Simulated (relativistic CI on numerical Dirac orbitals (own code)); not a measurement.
# Radial parameters of Zr26+

Method of calculation: Dirac-Coulomb-Breit CI, separate exchange-only KLI orbitals for each configuration, model QED (radiative potential, 1s self-energy scaled to tabulated hydrogen-like ionisation energies), unscaled Slater integrals (own radial code, finite nucleus).

Slater integrals F^k, G^k are unscaled and averaged over j, outside the closed core [Ne]; ζ comes from projecting the Hamiltonian with its Breit term on Σ l·s of the shell.

- 3s2.3p2: F^2(3p,3p) = 256880, ζ(3p) = 106500 cm⁻¹; <r>(3p) = 0.3868, <r^2>(3p) = 0.1724 (bohr units).
- 3s.3p3: F^2(3p,3p) = 256710, G^1(3s,3p) = 324890, ζ(3p) = 106430 cm⁻¹; <r>(3s) = 0.398, <r^2>(3s) = 0.1801, <r>(3p) = 0.3871, <r^2>(3p) = 0.1726 (bohr units).
- 3s2.3p.3d: ζ(3p) = 106320, F^2(3p,3d) = 257500, G^1(3p,3d) = 274490, G^3(3p,3d) = 183880, ζ(3d) = 12596 cm⁻¹; <r>(3p) = 0.3873, <r^2>(3p) = 0.1729, <r>(3d) = 0.3451, <r^2>(3d) = 0.1376 (bohr units).

Averages of the first 10 configurations, taken without configuration mixing, which lowers the lowest level and can move excited configurations by several eV; other configurations of the list can lie among them:

| Configuration | Parity | States | Average energy above the lowest level (eV) |
| --- | --- | --- | --- |
| 3s2.3p2 | even | 15 | 30.6 |
| 3s.3p3 | odd | 40 | 114.9 |
| 3s2.3p.3d | odd | 60 | 143.4 |
| 3p4 | even | 15 | 210.4 |
| 3s.3p2.3d | even | 300 | 223.0 |
| 3p3.3d | odd | 200 | 313.7 |
| 3s.3p.3d2 | odd | 540 | 335.2 |
| 3s2.3d.4p | odd | 60 | 769.7 |
| 3p3.4s | odd | 40 | 794.5 |
| 3s.3p.3d.4s | odd | 240 | 810.0 |
